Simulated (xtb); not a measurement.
xtb input (GFN1-xTB):

```bash
xtb mol.xyz --gfn 1 --opt tight --chrg 0 --uhf 0
```
mol.xyz:
```
10

C     -1.25853333    -0.85987455     0.30577813
C     -0.27444229     0.18596863    -0.11936502
F     -0.35540376     0.41305842    -1.47350774
F     -0.54637870     1.38993826     0.48754089
C      1.20446434    -0.10978173     0.17198250
O      1.58642023    -1.10969521     0.70727740
H     -1.19047236    -1.01408797     1.38106963
H     -2.26230202    -0.52916018     0.04328446
H     -1.03686620    -1.79981813    -0.19625339
H      1.88538849     0.69578374    -0.16299196
```

End of the output:

```

optimized geometry written to: xtbopt.xyz
Note: The following floating-point exceptions are signalling: IEEE_DENORMAL
normal termination of xtb

           -------------------------------------------------
          | TOTAL ENERGY              -23.464243470448 Eh   |
          | GRADIENT NORM               0.000380280459 Eh/α |
          | HOMO-LUMO GAP               3.705420147887 eV   |
           -------------------------------------------------

------------------------------------------------------------------------
------------------------------------------------------------------------
 total:
 SCF:
 ANC optimizer:
```
